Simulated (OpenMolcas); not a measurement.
Eu3+ among 2 point charges of -0.5 e arranged as a linear pair (D∞h), 2.36 Å from the ion.
```
   0.0000    0.0000    2.3600  -0.50
   0.0000    0.0000   -2.3600  -0.50
```

```json
{"Program": "OpenMolcas 26.06", "Method": "CASSCF", "Basis": "ANO-RCC-VDZP [7s6p4d2f1g]", "Scalar Hamiltonian": "DKH2, point nucleus", "Active space": "6 electrons in 7 orbitals (4f)", "State averaging": "2S+1 = 7 even, 7 roots; 2S+1 = 5 even, 77 roots kept (CI in the orbitals of an earlier block); 2S+1 = 3 even, 2 roots kept (CI in the orbitals of an earlier block, 0 in the spin-orbit step)", "Spin-orbit coupling": "RASSI with atomic mean-field integrals over the reference wave functions"}
```

(1) What is the spin-free ground state (labels by Λ)?

(2) Where is the first state of the same spin?

(3) What are the lowest two levels with spin-orbit coupling?

(4) What is χT at 300 K, and how does it compare with the textbook value?

Results:

(1) 7Σ, 1-fold in its orbital part, 100 % from free-ion F terms; it has the highest spin that f6 allows.

(2) 7Π at 142 cm-1 above the ground state.

(3) A 1-fold level, then a 2-fold level 251.6 cm-1 above it. Their leading multiplicities are 7 (96 %) and 7 (96 %).

(4) Hund's rules give f6 a J = 0 ground level with no moment of its own; the computed χT of 1.419 cm3 K/mol at 300 K comes from higher levels.

High states are left out of the spin-orbit mixing, which shifts the levels that they would mix with. Point charges carry no covalency, so the field is a model and not that of real ligands. The first state left out of the spin-orbit step lies near 45000 cm-1 above the lowest spin-free state of the reference (among the parities and spins computed), and the lists stop at four fifths of that energy or lower. No measured value stands beside these numbers.
